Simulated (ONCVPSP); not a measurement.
**What the settings do to the ONCV potential of nickel (Ni)**

Base potential:

| Property | Result |
| --- | --- |
| Element | Ni |
| Generator | ONCVPSP 4.0.1 |
| Type | optimised norm-conserving Vanderbilt (ONCV) |
| Functional | PBE |
| Relativity | fully relativistic |
| Frozen core | [Ne] |
| Valence charge | 18 |
| Reference configuration | 3s2 3p6 3d8 4s1.75 (charge +0.25) |
| Partial waves | 3s+4s: rc 1.50 bohr, ncon 3, nbas 7, qcut 8.9 1/bohr, 2 projectors; 3p: rc 1.05 bohr, ncon 4, nbas 7, qcut 15 1/bohr, 2 projectors, debl 1.1 Ha; 3d: rc 1.40 bohr, ncon 4, nbas 9, qcut 12.9 1/bohr, 2 projectors, debl 3.9 Ha |
| Local potential | polynomial inside 0.70 bohr (lpopt 3, dvloc0 2 Ha) |
| Core correction | none |

Open shells are filled in proportion to 2j + 1.

In the p channel the program set the typed energies aside and used -2.674, 0.250 Ha (j = l + 1/2; the other j can differ).

All-electron outer shells of the reference configuration (PBE, scalar-relativistic, ld1.x):

| shell | level (eV) | outermost node (bohr) | outermost maximum (bohr) |
| --- | --- | --- | --- |
| 2p | -846.77 | – | 0.16 |
| 3s | -113.18 | 0.30 | 0.64 |
| 3p | -73.51 | 0.27 | 0.65 |
| 3d | -10.98 | – | 0.63 |
| 4s | -7.42 | 0.92 | 2.21 |

Cutoffs, loose and tight: the cutoffs (Ha) at which the residual kinetic energy of the hardest occupied pseudo-wave falls to 1 and 0.1 mHa per electron. They do not see the model core or the augmentation charge, which bear on the density cutoff. Test errors are all-electron minus pseudo excitation energies from the reference, over the configurations 3s2 3p6 3d8 4s2; 3s2 3p6 3d8 4s1; 3s2 3p6 3d8 4s0; 3s2 3p6 3d9 4s1. A dash means not determined; rows that change the core or the reference have their own tests.

```csv
change,outcome,"cutoff, loose","cutoff, tight",bound ghosts,GHOST(+) flags above zero,largest test error (meV)
base,"generated, projector energies reset by the program",59 Ha,66 Ha,none,none,+9.6
"local potential polynomial inside 0.70 bohr (lpopt 3, dvloc0 -2.5 Ha)","generated, projector energies reset by the program",59 Ha,66 Ha,none,none,+9.7
"local potential polynomial inside 0.70 bohr (lpopt 3, dvloc0 -0.5 Ha)","generated, projector energies reset by the program",59 Ha,66 Ha,none,none,+9.6
"local potential polynomial inside 0.70 bohr (lpopt 3, dvloc0 2.5 Ha)","generated, projector energies reset by the program",59 Ha,66 Ha,none,none,+9.6
"local potential polynomial inside 0.70 bohr (lpopt 3, dvloc0 4.5 Ha)","generated, projector energies reset by the program",59 Ha,66 Ha,none,none,+9.5
"local potential polynomial inside 0.70 bohr (lpopt 3, dvloc0 6 Ha)","generated, projector energies reset by the program",59 Ha,66 Ha,none,none,+9.5
"local potential polynomial inside 0.70 bohr (lpopt 3, dvloc0 9 Ha)","generated, projector energies reset by the program",59 Ha,66 Ha,none,none,+9.5
```

Reading the sweep of the dvloc0 (base included, trends over the rows without a ghost): The loose cutoff stays near 59 Ha. The median size of the test errors (rows with all tests solved) stays near 3.1 meV.
